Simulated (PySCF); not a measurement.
## Antimony: a sound run and one with changed settings

Sound run: Sb [Kr] 4d10 5s2 5p3, Sb⁺ [Kr] 4d10 5s2 5p2. Calculation: PySCF 2.14, in def2-SVP with the def2 core potential (28 electrons); a scalar-relativistic core potential. In the sound run the correlated levels freeze 4s2 4p6 4d10 outside the core potential. The sound run starts from symmetry-adapted Hartree-Fock orbitals and uses a fine grid where one is needed.

Changed run: all electrons correlated in a basis built for the valence shell.

```json
{"species": "Sb", "method": "MP2", "sound run (hartree)": "-239.31924", "changed run (hartree)": "-239.35260", "converged": "yes"}
{"species": "Sb⁺", "method": "MP2", "sound run (hartree)": "-238.99295", "changed run (hartree)": "-239.02430", "converged": "yes"}
```

Ionisation energy of Sb:

| method | sound run (eV) | changed run (eV) |
| --- | --- | --- |
| UHF | 8.595 | 8.595 |
| MP2 | 8.879 | 8.933 |
| SCS-MP2 | 8.780 | 8.812 |

A valence basis has no tight correlating functions, so it recovers only part of the core correlation, and not evenly between atom and ion.

For comparison, NIST gives 8.608 eV between the lowest levels.
